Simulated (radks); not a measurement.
Results of a calculation; reference values are marked as such.
Hg XIII, configuration [Xe] 4f14.

Level of theory: scalar-relativistic Kohn-Sham, LB94 model potential, spin-polarised, spherical densities, finite nucleus; Fermi nuclear charge, rms radius 5.4648 fm (a radial shooting solver on a logarithmic mesh with Libxc functionals).

Energy parts (hartree):
| part | energy |
|---|---|
| kinetic | 22021.4535 |
| electron-nucleus | -48258.9684 |
| Hartree | 7022.7083 |
(The LB94 potential has no energy functional, so no total or exchange-correlation energy is given.)

Orbitals (lengths in bohr, moments of r in powers of bohr; <r^-3> diverges for s and p1/2):
| orbital | occ. | eigenvalue (hartree) | <r^-3> | <r> |
|---|---|---|---|---|
| 1s | 2 | -3073.891 | - | 0.01657 |
| 2s | 2 | -552.6995 | - | 0.06982 |
| 2p | 6 | -478.1942 | 26950 | 0.06316 |
| 3s | 2 | -137.9812 | - | 0.1804 |
| 3p | 6 | -116.4362 | 6191 | 0.1817 |
| 3d | 10 | -93.70416 | 764.9 | 0.1646 |
| 4s | 2 | -36.93516 | - | 0.3992 |
| 4p | 6 | -29.89023 | 1493 | 0.4251 |
| 4d | 10 | -21.50145 | 162.7 | 0.4474 |
| 4f | 14 | -12.17705 | 32.78 | 0.4725 |
| 5s | 2 | -12.56956 | - | 0.8590 |
| 5p | 6 | -10.46388 | 324.2 | 0.9526 |

The highest occupied level is 5p at -284.74 eV. The density falls to 0.001 e/bohr^3 at r = 2.11 bohr. The electron density at the nucleus is 2.503e+06 e/bohr^3 (large components only). For comparison, the ionisation energy in NIST's Atomic Spectra Database is 277 eV (semi-empirical). In exact Kohn-Sham theory the highest level is minus the ionisation energy, but local and semilocal functionals leave it too shallow, through self-interaction and a potential that decays too fast; potentials with the right tail come closer.
